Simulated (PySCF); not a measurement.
Static polarisabilities and like-pair C6 coefficients by linear response at CAM-B3LYP/def2-SVPD (PySCF, frozen core in the response, non-relativistic, gas phase), PBE0-D3(BJ)/def2-SVP geometries, one conformer each; atomic units unless stated.

| label | species | α | C6 |
| --- | --- | --- | --- |
| P | `[OH3+]` | 6.5 | 28.01 |
| Q | `O=S(=O)(O)[C@@H]1C=CC1` | 73.8 | 2441 |
| R | `C1=CC=CBC(S[SiH3])=C1` | 145.6 | 6450 |

**Question.** Estimate the unlike-pair coefficients by the rule C6(AB) = 2·C6(AA)·C6(BB) / [C6(AA)·αB/αA + C6(BB)·αA/αB], and compare with the geometric mean.

**Answer.** 
```csv
pair,combination rule,geometric mean,ratio
PQ,256.5,261.5,0.981
PR,394.9,425,0.929
QR,3895,3968,0.982
```

The rule is exact for one-pole polarisabilities and never exceeds the geometric mean; the two meet where both partners have the same effective excitation energy. These unlike-pair values are estimates, not computed integrals.
